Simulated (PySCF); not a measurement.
Species: C7H9P.
Structure used (GFN2-xTB), in Å, numbered top down from 1:
```
atom  x, y, z in Å
C1     3.3552    0.0364   -0.5526
C2     2.1441    0.0108    0.2372
C3     1.1060   -0.0045    0.8494
P4    -0.3075   -0.0374    1.9165
C5    -1.1629   -1.4189    1.0685
C6    -1.9280   -1.0361    0.0572
C7    -1.9588    0.4286   -0.2496
C8    -1.3915    1.1618    0.9688
H9     3.1566   -0.3243   -1.5624
H10    3.7409    1.0545   -0.6092
H11    4.1105   -0.5998   -0.0913
H12   -1.0291   -2.4398    1.3882
H13   -2.4973   -1.7151   -0.5614
H14   -1.3386    0.6118   -1.1335
H15   -2.9714    0.7656   -0.4831
H16   -0.8333    2.0602    0.7033
H17   -2.2018    1.4580    1.6418
```

The closed-shell SCF was solved with PySCF and density fitting under several settings on one GFN2-xTB geometry (grid level 2 and gas phase unless stated).

```tsv
settings	basis functions	SCF cycles	E (Eh)	HOMO (eV)	LUMO (eV)	dipole (D)
PBE0/pcSseg-1	188	14	-612.9256	-6.47	-0.18	2.00
PBE0/def2-SVPD	236	14	-612.6868	-6.43	-0.23	1.99
PBE0/def2-SVPD, IEF-PCM tetrahydrofuran	236	14	-612.6926	-6.59	-0.27	2.66
CAM-B3LYP/def2-SVP	161	13	-612.9675	-7.60	1.21	1.82
B97-2/pcSseg-1, start guess huckel, fitting basis def2-universal-jkfit	188	15	-613.3097	-6.24	-0.22	1.97
```

**Question.** Estimate the row for these settings: wB97X/pcSseg-1, grid level 1.

**Answer.** 
```
                    settings  basis functions  SCF cycles     E (Eh)  HOMO (eV)  LUMO (eV)  dipole (D)
wB97X/pcSseg-1, grid level 1              188          10  -613.3106      -8.73       1.99        2.02
```

**Question.** Over all rows, what range does the HOMO–LUMO gap span?

**Answer.** From 6.02 eV (B97-2/pcSseg-1, start guess huckel, fitting basis def2-universal-jkfit) to 10.72 eV (wB97X/pcSseg-1, grid level 1). The functional of the narrowest has 21 % exact exchange, that of the widest range-separated exact exchange.

**Question.** And the dipole moment?

**Answer.** From 1.82 D (CAM-B3LYP/def2-SVP) to 2.66 D (PBE0/def2-SVPD, IEF-PCM tetrahydrofuran); the largest is 1.46 times the smallest, and the median is 2.00 D.

**Question.** Compare two rows with the functional PBE0: PBE0/pcSseg-1 and PBE0/def2-SVPD. Which energy is lower, and by how much?

**Answer.** PBE0/pcSseg-1 (188 functions) lies 0.2388 Eh or 150 kcal/mol below PBE0/def2-SVPD (236 functions). The smaller set gives the lower energy; the two sets aren't nested, so the variational bound doesn't order them by size.

Cycle counts include a coarse-grid stage where the run had one. The species at its GFN2-xTB geometry (one conformer only).
